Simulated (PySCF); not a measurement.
# NbI4: angle to the S4 axis varied

NbI4 holds Nb(IV), d1, at total charge 0. The structure is a model geometry with rigid ligands and bond lengths from ionic radii, not a minimum; coordination tetrahedral, point group Td, metal–donor distances 2.62 Å.

The d shell alone is too small an active space for NbI4 (an active orbital has only 0.65 squared overlap with the free ion's shell): its levels, fitted parameters, g values and moments show what this model gives and aren't sound predictions.

```
5

Nb    0.0000    0.0000    0.0000
I     1.5127    1.5127    1.5127
I    -1.5127   -1.5127    1.5127
I    -1.5127    1.5127   -1.5127
I     1.5127   -1.5127   -1.5127
```

Method (PySCF 2.14, density fitting): CASSCF(1,5) with orbitals averaged over all microstates of the shell, strongly contracted NEVPT2 on the averaged canonical orbitals; basis x2c-TZVPall on the metal, x2c-SVPall elsewhere; spin-free X2C; gas phase; spin-orbit coupling by state interaction with the mean-field operator over all roots.

The angle between each bond and z is 54.7° in a regular tetrahedron, less in an elongated one and 90° in a plane.

```json
{"angle to the S4 axis": "45.0°", "group": "D2d", "ground": "2B1 (from 2E)", "next state (NEVPT2) / cm⁻¹": "2A1 (from 2E) 868", "orbital energies above the lowest (NEVPT2 fit) / cm⁻¹": "0 868 3906 12447 12447", "μeff(300 K) / μB": "1.59"}
{"angle to the S4 axis": "50.0°", "group": "D2d", "ground": "2B1 (from 2E)", "next state (NEVPT2) / cm⁻¹": "2A1 (from 2E) 756", "orbital energies above the lowest (NEVPT2 fit) / cm⁻¹": "0 756 6216 10451 10451", "μeff(300 K) / μB": "1.65"}
{"angle to the S4 axis": "54.7°", "group": "Td", "ground": "2E", "next state (NEVPT2) / cm⁻¹": "2T2 8506", "orbital energies above the lowest (NEVPT2 fit) / cm⁻¹": "0 0 8506 8506 8506", "μeff(300 K) / μB": "1.68"}
{"angle to the S4 axis": "60.0°", "group": "D2d", "ground": "2A1 (from 2E)", "next state (NEVPT2) / cm⁻¹": "2B1 (from 2E) 1406", "orbital energies above the lowest (NEVPT2 fit) / cm⁻¹": "0 1406 7723 7723 12724", "μeff(300 K) / μB": "1.66"}
{"angle to the S4 axis": "65.0°", "group": "D2d", "ground": "2A1 (from 2E)", "next state (NEVPT2) / cm⁻¹": "2B1 (from 2E) 3128", "orbital energies above the lowest (NEVPT2 fit) / cm⁻¹": "0 3128 7380 7380 17419", "μeff(300 K) / μB": "1.66"}
{"angle to the S4 axis": "72.0°", "group": "D2d", "ground": "2A1", "next state (NEVPT2) / cm⁻¹": "2B1 5943", "orbital energies above the lowest (NEVPT2 fit) / cm⁻¹": "0 5943 7442 7442 24838", "μeff(300 K) / μB": "1.65"}
```

At 54.7° the ground state is orbitally degenerate, so the regular structure would distort there (Jahn–Teller).

The geometry is a model, and the complex may not exist in this form. Charge-transfer states lie outside this active space and may come lower than some of these levels. NEVPT2 on the d shell alone tends to put d–d bands too high for such charged or covalently bound ions.
